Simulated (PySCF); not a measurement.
# Computed records: AlCl2H2

All values are calculated (PySCF 2.14.0). Calculation on a computer-drawn molecule: the log of a Hartree-Fock and frozen-core CCSD(T) single point meant for a local Hartree-Fock minimum, with one planted fault or none, to be diagnosed. Offsets are logged minus clean, where the clean run is the same molecule without the fault. The reference is restricted for singlets and unrestricted otherwise, and also for a bond in bohr or an excited solution. Adding or removing an electron swaps singlet and doublet. The excited solution moves the top pair (singlet) or top alpha electron (doublet) to the lowest empty orbital. Highest occupied and lowest empty are orbital energies over both spins, largest force is the largest gradient component, triples share is (T) over the correlation energy, the T1 limit is 0.02 restricted and 0.045 unrestricted, electrons count all cores, a negative frequency is imaginary (commonest isotopes), and the dipole is about the centre of nuclear charge.

```yaml
- formula: AlCl2H2
  logged_structure:
    atoms_angstrom:
      - [Cl, -0.9853, -2.0858, 1.4903]
      - [Al, 0.0085, -0.1256, 1.0445]
      - [Cl, -1.5858, 1.3214, 0.4178]
      - [H, 1.0076, -0.3374, -0.1877]
      - [H, 0.6777, 0.4168, 2.3933]
  given:
    meant_charge: -1
    meant_multiplicity: 1
    meant_basis: "aug-cc-pV(D+d)Z"
    logged_electrons: 50
    logged_basis_functions: 114
    logged_SCF_converged: "yes"
    logged_spin_squared: 0.0
    "logged_highest_occupied [eV]": 0.58565
    "logged_lowest_empty [eV]": -4.7072
    "logged_largest_force [hartree/bohr]": 0.06356
    logged_CC_converged: "no"
    "logged_dipole_magnitude [debye]": 4.6984
    logged_SCF_stable_within_its_kind: "no"
    "logged_energy_HF [hartree]": -1161.69691
    possible_faults: "no fault, one electron removed, one electron added, multiplicity raised by two, geometry at a saddle point, SCF held on an excited solution, minimal basis STO-3G, one bond length entered in bohr, all coordinates scaled"
    drawn_bonds_atom: [1, 2, 2, 2]
    drawn_bonds_other_atom: [2, 3, 4, 5]
    drawn_bonds_order: [1, 1, 1, 1]
  results:
    planted_fault: "SCF held on an excited solution"
    "HF_energy_offset_from_clean_run [kcal/mol]": 380.8
  notes: ["CCSD not converged", "highest electron not bound in this basis"]
```
